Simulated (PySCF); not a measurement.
**Vibration and rotation of AlSb**

UHF-CCSD(T) constants of AlSb, ³Σ⁻ (triplet), unpaired electrons π ↑↑ (PySCF, spin-free X2C with a Gaussian nucleus, basis sets Al x2c-SVPall, Sb x2c-SVPall; masses 26.9815 and 120.9038 u):

- ωe: 256.6 cm⁻¹
- ωexe: 0.956 cm⁻¹
- Be: 0.1005 cm⁻¹
- αe: 0.000515 cm⁻¹
- D (centrifugal): 6.17e-08 cm⁻¹
- De to Al + Sb: 1.50 eV

Problem. Give the vibrational terms G(v) and spacings up to v = 6.

Solution. G(v) = ωe(v+½) − ωexe(v+½)².

```
v  G(v) (cm⁻¹)  G(v) − G(v−1)  Bv (cm⁻¹)
0        128.1                    0.1002
1        382.7          254.7     0.0997
2        635.5          252.8     0.0992
3        886.4          250.9     0.0987
4       1135.3          249.0     0.0982
5       1382.4          247.0     0.0977
6       1627.5          245.1     0.0972
```

Problem. How well does the Morse estimate ωe²/(4ωexe) reproduce De, and what is D0?

Solution. It gives 2.13 eV, 142 % of the computed De. D0 = De − G(0) = 1.50 − 0.02 = 1.48 eV.

Correlated steps freeze 23 core orbitals. Correlated levels converge slowly with the basis: in double zeta they bind strong bonds too weakly, by up to about 1 eV, and carry superposition errors of some tenths. Spin–orbit coupling is left out, which matters for elements this heavy, above all for dissociation energies. The state is the lowest determinant that a PBE0 search found; another state may lie lower at other levels.
